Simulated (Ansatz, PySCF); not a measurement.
Gas-phase reaction R1 → P1 + P2, each structure at its B3LYP-D3(BJ)/def2-TZVP stationary point, reached from a drawn start (curvature not checked).
P1, Si2H6 (SMILES [SiH3][SiH3]) (charge 0, multiplicity 1):
```xyz
8

Si    -1.16612     0.11852    -0.01750
Si     1.16612    -0.11852     0.01750
H     -1.76299    -0.81183    -1.00642
H     -1.53668     1.50595    -0.38830
H     -1.73391    -0.18252     1.31920
H      1.53668    -1.50595     0.38830
H      1.76299     0.81183     1.00642
H      1.73391     0.18252    -1.31920
```
R1: H8Si3 (SMILES [SiH3][SiH2][SiH3]), charge 0, multiplicity 1.
P2, SiH2 (SMILES [SiH2]) (charge 0, multiplicity 1, Z-matrix in Å and degrees):
```
Si
H 1 1.5234
H 1 1.5234 2 91.51
```

P less R. No zero-point or thermal terms.

Frozen-core correlation throughout.

Programs: Ansatz (a first-principles code) with Gaussian orbitals; PySCF for M06-2X and the D3/D4 terms. Each number belongs to the level named beside it.

Question: What reaction energy does B2PLYP-D3(BJ)/def2-TZVPP give?

Answer: 58.5 kcal/mol

Question: What is the computed reaction energy (M06-2X/def2-TZVPP)?

Answer: 56.7 kcal/mol

Question: What reaction energy does CCSD/cc-pV(D+d)Z give?

Answer: 52.0 kcal/mol
